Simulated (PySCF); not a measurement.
# Two-component Hartree-Fock for Bi⁴¹⁺ (bismuth, charge +41)

Start: [Kr] 4d6; 4d3/2 filled at m_j = -3/2, -1/2, +1/2, +3/2; 4d5/2 filled at m_j = +3/2, +5/2. Calculated with PySCF 2.14 in an uncontracted even-tempered set (16 s from 5 bohr⁻², ratio 2.8; 14 p from 6.5 bohr⁻², ratio 2.8; 9 d from 6.5 bohr⁻², ratio 2.8; 3 f from 27 bohr⁻², ratio 3): generalised Hartree-Fock with the X2C-1e Hamiltonian and a Gaussian nucleus; one run each with spin-orbit coupling (SO) switched off, then screened by Boettger's factors.

```
spinor shell  electrons  ε, spin-free (eV)  ε, screened SO (eV)  weight of nominal j (screened SO)  rms radius, screened SO (bohr)
       1s1/2          2           -92896.8             -92853.3                              1.000                          0.0178
       2s1/2          2           -18371.0             -18356.1                              1.000                          0.0719
       2p1/2          2           -16004.9             -17688.0                              1.000                          0.0607
       2p3/2          4           -16004.9             -15359.3                              1.000                          0.0691
       3s1/2          2            -5874.5              -5868.9                              1.000                           0.182
       3p1/2          2            -5183.9              -5570.7                              1.000                           0.173
       3p3/2          4            -5183.9              -5030.4                              1.000                           0.189
       3d3/2          4            -4487.5              -4556.1                              1.000                           0.165
       3d5/2          6            -4487.5              -4436.6                              1.000                           0.170
       4s1/2          2            -2569.1              -2566.9                              1.000                           0.377
       4p1/2          2            -2310.7              -2439.8                              0.999                           0.377
       4p3/2          4            -2310.7              -2257.9                              1.000                           0.408
       4d3/2          4            -2048.6              -2064.9                              0.991                           0.390
       4d5/2          2            -2048.6              -2030.6                              0.991                           0.398
```

| quantity | spin-free | screened SO |
| --- | --- | --- |
| E (hartree) | -20456.57074 | -20499.60948 |
| M_J | 4 | 4 |
| ⟨J²⟩ | 20.000 | 20.006 |
| ⟨L²⟩ | 6.000 | 12.937 |
| ⟨S²⟩ | 6.000 | 2.987 |

Each row is a mean over spinors that exchange with the open shell spreads, by up to 24.396 eV (4p3/2).

Breit and QED terms are absent; they matter most for the inner s and p1/2 levels.

Densities and radii are taken from the X2C orbitals without a picture-change correction, which distorts them close to the nucleus.

Without spin-orbit coupling the j labels of p, d and f shells carry no meaning; the spin-free column gives the mean over the occupied spinors of each nl shell.
